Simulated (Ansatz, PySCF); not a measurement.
The pair A = CH4O (SMILES CO) (first 6 atoms), B = CH2F2 (SMILES FCF); geometry from B3LYP-D3(BJ)/def2-TZVP.
(charge 0, multiplicity 1):
```xyz
11

C      0.38733    -0.58090     0.42495
O      0.26264     0.75478     0.90939
H     -0.26977    -0.76405    -0.43108
H      0.09221    -1.23807     1.24028
H      1.41819    -0.81699     0.14292
H      0.53956     1.36427     0.21838
F     -0.01156    -1.07894     3.87093
C      0.24928     0.23952     4.13318
F      1.39006     0.30536     4.88047
H     -0.57566     0.63828     4.72592
H      0.40749     0.75371     3.18647
```

Correlated levels freeze the cores.

The values were computed with Ansatz (a program for electronic structure); PySCF for the dispersion terms. Each number belongs to the level named beside it.

The monomers are drawn apart, rigid, along the line of their centres of mass. Counterpoise-corrected interaction energies (kcal/mol):

```
level                   R = 4.586 Å  R = 5.499 Å
----------------------  -----------  -----------
PBE/def2-TZVPPD             -1.4406      -0.6503
PBE-D3(BJ)/def2-TZVPPD      -1.7718      -0.7689
wB97M-V/def2-TZVPPD         -1.7216      -0.7998
CCSD(T)/aug-cc-pVDZ         -1.7051      -0.7887
```

Task: R is the distance of the centres of mass. Find the local exponent m of E ∝ R⁻ᵐ between the two points.

Result: 
m = ln(E₁/E₂)/ln(R₂/R₁): PBE/def2-TZVPPD 4.4; PBE-D3(BJ)/def2-TZVPPD 4.6; wB97M-V/def2-TZVPPD 4.2; CCSD(T)/aug-cc-pVDZ 4.2. For scale, two fixed dipoles give m = 3, dipole and quadrupole 4, quadrupoles 5, and dispersion or dipole-induced dipole 6 at long range; at these distances several terms mix, and what is left of overlap and damping shifts m, so it need not match one of them.
